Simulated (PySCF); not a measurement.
Al(Me)(OH) (CH₄AlO), SMILES [CH3][Al][OH], multiplicity 2.

The structure is a stationary point at PBE0-D3(BJ)/def2-TZVP. The multiplicity is an assumed one; other spin states were not compared. The isomer is the one that the SMILES or the coordinates give; other isomers of the formula were not compared. One conformer was computed; it need not be the lowest.

Two levels are set side by side: PBE/def2-TZVPD (PySCF) and ωB97X/def2-TZVPD (PySCF). Same geometry, gas phase. Differences are taken from unrounded values.

```csv
quantity,ωB97X
α-spin orbital gap (eV),8.42
β-spin orbital gap (eV),10.13
dipole moment (D),0.82
mean polarisability (bohr³),56.4
```

### Question
What does PBE give, and how far is it from ωB97X? (Estimate from the structure and the level; the computed values follow.)

### Answer

```tsv
quantity	PBE	PBE minus ωB97X
α-spin orbital gap (eV)	2.61	-5.82
β-spin orbital gap (eV)	4.51	-5.61
dipole moment (D)	0.70	-0.11
mean polarisability (bohr³)	61.2	4.8
```

Loosely held outer electrons make PBE densities more polarisable. Differences between two approximate levels are no errors against the true value.

Rough cost on one machine, each run with all the roots and properties that it gave: ωB97X against PBE within a factor of 2.
